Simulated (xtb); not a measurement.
F3Sb (SMILES [F][Sb]([F])[F]), singlet, geometry from GFN2-xTB; xtb 6.7.1 with GFN0-xTB.

Here is a job for xtb.
```
$ xtb coord --gfn 0 --json

# file coord
$coord
      0.0033934001      -0.0050711367       0.7608643224  sb
     -2.3830667006      -1.7519309617      -1.4383288704  f
     -0.3435510378       2.9485084351      -1.4160966583  f
      2.7073884901      -1.1678409940      -1.4571389586  f
$end
```

**Question.** Predict the main parts of the log of this xtb run.

**Answer.** 
```
   ID    Z sym.   atoms
    1   51 sb     1
    2    9 f      2-4

           -------------------------------------------------
          |                Calculation Setup                |
           -------------------------------------------------

           -------------------------------------------------
          |                 G F N 0 - x T B                 |
           -------------------------------------------------

          ...................................................
          :                      SETUP                      :
          :.................................................:
          :  # basis functions                  22          :
          :  # atomic orbitals                  21          :
          :  # shells                            9          :
          :  # electrons                        26          :
          :  electronic temp.          300.0000000     K    :
          :  accuracy                    1.0000000          :
          :  -> integral cutoff          0.2500000E+02      :
          :  -> integral neglect         0.1000000E-07      :
          ...................................................

         :::::::::::::::::::::::::::::::::::::::::::::::::::::
         ::                     SUMMARY                     ::
         :::::::::::::::::::::::::::::::::::::::::::::::::::::
         :: total energy             -14.279709805704 Eh    ::
         :: gradient norm              0.017887756796 Eh/a0 ::
         :: HOMO-LUMO gap              4.462288602915 eV    ::
         ::.................................................::
         :: H0 energy                -14.196412268980 Eh    ::
         :: repulsion energy           0.009720125629 Eh    ::
         :: electrostat energy        -0.092324055281 Eh    ::
         :: -> Gsolv                   0.000000000000 Eh    ::
         ::    -> Gsasa                0.000000000000 Eh    ::
         ::    -> Gshift               0.000000000000 Eh    ::
         :: dispersion energy         -0.000693607071 Eh    ::
         :: short-range corr.          0.000000000000 Eh    ::
         :: add. restraining           0.000000000000 Eh    ::
         :: total charge              -0.000000000000 e     ::
         :::::::::::::::::::::::::::::::::::::::::::::::::::::

           -------------------------------------------------
          |                Property Printout                |
           -------------------------------------------------

    * Orbital Energies and Occupations

         #    Occupation            Energy/Eh            Energy/eV
      -------------------------------------------------------------
         1        2.0000           -0.8376082             -22.7925
         2        2.0000           -0.8133923             -22.1335
         3        2.0000           -0.8133923             -22.1335
         4        2.0000           -0.6310869             -17.1727
         5        2.0000           -0.4557854             -12.4026
         6        2.0000           -0.4557854             -12.4026
         7        2.0000           -0.4518050             -12.2942
         8        2.0000           -0.4445381             -12.0965
         9        2.0000           -0.4445381             -12.0965
        10        2.0000           -0.4411202             -12.0035
        11        2.0000           -0.4409876             -11.9999
        12        2.0000           -0.4409876             -11.9999
        13        2.0000           -0.4271792             -11.6241 (HOMO)
        14                         -0.2631931              -7.1618 (LUMO)
        15                         -0.2631931              -7.1618
        16                         -0.0920912              -2.5059
        17                          0.0524584               1.4275
        18                          0.0524584               1.4275
        19                          0.0723356               1.9684
        20                          0.7486058              20.3706
        21                          0.7486058              20.3706
      -------------------------------------------------------------
                  HL-Gap            0.1639861 Eh            4.4623 eV
             Fermi-level            0.0000000 Eh            0.0000 eV

     #   Z          covCN         q      C6AA      α(0)
     1  51 sb       2.155     0.662   399.679    38.633
     2   9 f        0.718    -0.221    11.509     3.909
     3   9 f        0.718    -0.221    11.509     3.909
     4   9 f        0.718    -0.221    11.509     3.909

 Mol. C6AA /au·bohr⁶  :        870.023760
 Mol. C8AA /au·bohr⁸  :      60379.699985
 Mol. α(0) /au        :         50.358754

Wiberg/Mayer (AO) data.
largest (>0.10) Wiberg bond orders for each atom

 ---------------------------------------------------------------------------
     #   Z sym  total        # sym  WBO       # sym  WBO       # sym  WBO
 ---------------------------------------------------------------------------
     1  51 sb   2.744 --     4 f    0.915     2 f    0.915     3 f    0.915
     2   9 f    0.951 --     1 sb   0.915
     3   9 f    0.951 --     1 sb   0.915
     4   9 f    0.951 --     1 sb   0.915
 ---------------------------------------------------------------------------

Topologies differ in total number of bonds
Writing topology from bond orders to xtbtopo.mol

 dipole moment from electron density (au)
     X       Y       Z
   0.0153  -0.0229   3.4406  total (Debye):    8.745

           -------------------------------------------------
          | TOTAL ENERGY              -14.279709805704 Eh   |
          | GRADIENT NORM               0.017887756796 Eh/α |
          | HOMO-LUMO GAP               4.462288602915 eV   |
           -------------------------------------------------

normal termination of xtb
```
